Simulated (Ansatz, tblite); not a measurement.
Cost and result up the ladder for W(NH)2(OH)2 (WN₂O₂H₄) (9 atoms). Total charge 0; singlet. Geometry: PBE-D4/def2-SVP.

Cartesian coordinates in Å:
```
W -0.099 0.067 0.058
N 0.154 -1.673 0.245
H 0.603 -2.579 0.087
N 1.117 0.813 -0.987
H 1.951 0.851 -1.578
O 0.060 0.897 1.785
H -0.010 0.353 2.591
O -1.827 0.299 -0.753
H -1.948 0.973 -1.447
```

Ansatz on 4 threads of Arm Neoverse V1 on a shared host; xTB runs through tblite on one thread. Times are rough, summed over both states, and most runs start from the orbitals of an earlier one. No level here is sound enough to serve as a yardstick. The other state is a triplet.

In the def2 sets W takes a core potential; there is no spin–orbit coupling. The xTB rows come from tblite.

xTB has no spin-polarisation term.

```csv
level,functions,vertical triplet (eV)
GFN2-xTB,29,3.67
r2SCAN-D4/def2-TZVP,188,4.45
PBE-D4/def2-TZVP,188,4.48
GFN1-xTB,33,4.60
```

**Question.** Estimate how long each takes.

**Answer.** GFN2-xTB 0.012 s; GFN1-xTB 0.017 s; PBE-D4/def2-TZVP 7.7 s; r2SCAN-D4/def2-TZVP 20 s. On shared hardware such times vary by a factor of up to 3.
